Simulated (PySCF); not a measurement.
What settings do to a single point of [Eu(NO2)]2+

The sound run of [Eu(NO2)]2+ (singlet in the valence; each metal's 4f electrons, 6 of them, lie in its core potential, out of spins and levels) uses PySCF 2.14.0, RKS TPSS, Eu lcecp-1-SVP with ECP52, O def2-SVP, N def2-SVP; non-relativistic Hamiltonian with scalar-relativistic core potentials where named; density fitting; no spin-orbit coupling, grid (50, 194), threshold 1e-8 Eh and 55 cycles, at the relaxed geometry:

```xyz
4

Eu    0.0000    0.0000   -0.3639
O     1.0576    0.0000    1.5922
O    -1.0576    0.0000    1.5922
N     0.0000    0.0000    2.3393
```

There Eu1 has a Mulliken charge of 2.02 e and the dipole about the centre of mass is 6.08 D. Each run below changes one thing and starts from free metal ions and neutral atoms unless it says otherwise; with 55 cycles, smearing, a level shift and second-order steps follow where DIIS fails, and their cycles count. Energy shifts count from the sound run. On f atoms grids over 110 angular points are at least (60, 302).

| change | outcome | cycles | energy shift (eV) | largest force component (eV/Å) | charge on Eu1 (e) | dipole about the centre of mass (D) |
| --- | --- | --- | --- | --- | --- | --- |
| cycle limit 8 | not converged | 8 | – | – | – | – |
| grid (99, 590) | converged | 11 | -0.0002 | 0.01 | 2.02 | 6.08 |
| threshold 1e-05 | converged | 9 | 0.0000 | 0.01 | 2.02 | 6.09 |

Task: How does the run with this change end: start from the bare core Hamiltonian, limit 76 cycles?

Result: outcome converged, cycles 21, energy shift (eV) 0.0000, largest force component (eV/Å) 0.01, charge on Eu1 (e) 2.02, dipole about the centre of mass (D) 6.08.

Forces carry noise of the integration grid, about 0.01 to 0.03 eV/Å.

No frequency check is given that shows the relaxed geometry to be a minimum. An lcecp potential fixes the number of 4f electrons, so in runs with it no electron can move into or out of that shell.
